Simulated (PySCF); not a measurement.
Trend along group 15: MB anions

CCSD(T) with double-zeta basis sets in PySCF, for the lowest determinant that a PBE0 search found; no spin–orbit coupling. De refers to high-spin ground-configuration atoms (the charge goes to the atom of lower measured ionisation energy or higher electron affinity, which is not always the lowest computed limit).

| M | basis | reference, frozen orbitals | charged atom | state (unpaired electrons) | Re (Å) | ωe (cm⁻¹) | De (eV) |
| --- | --- | --- | --- | --- | --- | --- | --- |
| P | aug-pcseg-1 | ROHF, 6 | P− | doublet (σ ↑) | 1.725 | 1006 | n/a |
| Sb | aug-cc-pVDZ/aug-cc-pVDZ-PP | ROHF, 5 | Sb− | doublet (σ ↑) | 2.050 | 705 | n/a |
| Bi | aug-cc-pVDZ-PP/aug-cc-pVDZ | ROHF, 5 | Bi− | doublet (σ ↑) | 2.127 | 642 | n/a |

The shortest bond is that of BP⁻ (1.725 Å), the longest that of BiB⁻ (2.127 Å).

The rows differ in basis set, which adds steps of its own.

Down a group the atoms grow and get heavier, so bonds lengthen and wavenumbers fall; this series shows no clear exception.

Correlated steps freeze the inner cores (5 to 6 orbitals); shallow outer-core shells are correlated. Spin–orbit coupling is left out, which matters for elements this heavy, above all for dissociation energies. The CCSD T1 diagnostic is raised in BP⁻, a sign that a single reference may not be enough there. States were picked by a PBE0 search and need not be the measured ground states.
